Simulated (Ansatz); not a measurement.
A calculation with Ansatz (development build ahead of 0.2.0).

```yaml
crystal:
  periodic: [false, false, false]
  atoms:
    - { symbol: Mn, position_ang: [0.0, 0.0, 0.0] }
    - { symbol: C, position_ang: [0.0, 0.0, 1.978] }
    - { symbol: H, position_ang: [1.03, 0.0, 2.338] }
    - { symbol: H, position_ang: [-0.515, 0.892, 2.338] }
    - { symbol: H, position_ang: [-0.515, -0.892, 2.338] }
    - { symbol: C, position_ang: [0.0, 0.0, -1.978] }
    - { symbol: H, position_ang: [1.03, 0.0, -2.338] }
    - { symbol: H, position_ang: [-0.515, -0.892, -2.338] }
    - { symbol: H, position_ang: [-0.515, 0.892, -2.338] }
basis:
  gaussian: { orbitals: pcseg-2 }
magnetization:
  spin_polarized: true
  initial_magnetization: 5
hamiltonian:
  xc: { name: wB97X }
```

The input is written out in the form of the current development build from the run's settings.

The run gave:

* Converged: yes
* Total energy: -1230.82887 hartree
* Spin squared of the determinant: 8.758
* Stability test: minimum

Caution: other spin multiplicities were not run.
